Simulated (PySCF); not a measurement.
**PbH₄: tetrahedral to square-planar path**

All numbers come from PBE0 in PySCF with Pb def2-TZVP with ECP60, H def2-TZVP; scalar-relativistic core potentials, no spin–orbit coupling; density-fitted integrals.

Rigid scan from the singlet minimum (Pb–H 1.750 Å (×4); H–Pb–H 109.5° (×6)). Coordinate: D2d path, angle between each bond and the S4 axis (54.74 tetrahedral, 90 square planar), bonds fixed. Energies in kJ/mol from the minimum.

(1) Predict the curve at 45.0, 50.0, 54.7, 60.0, 66.0, 72.0, 78.0, 84.0, 90.0.

Answers

(1) 
```csv
angle of the bonds to the S4 axis (°),E (kJ/mol)
45.0,32.5
50.0,7.4
54.7,0.0
60.0,8.7
66.0,39.5
72.0,92.8
78.0,168.7
84.0,264.5
90.0,355.8
```

With the bonds held, the square planar shape lies 355.8 kJ/mol from the minimum.

Spin–orbit coupling, left out here, can matter for elements this heavy.

Other isomers or separated fragments may lie lower.

The scan took 5.9 s on 2 threads of a shared Arm Neoverse V2 host; the process peaked at 1 GiB. Launch command: `OMP_NUM_THREADS=2 python axn.py task.json out`.
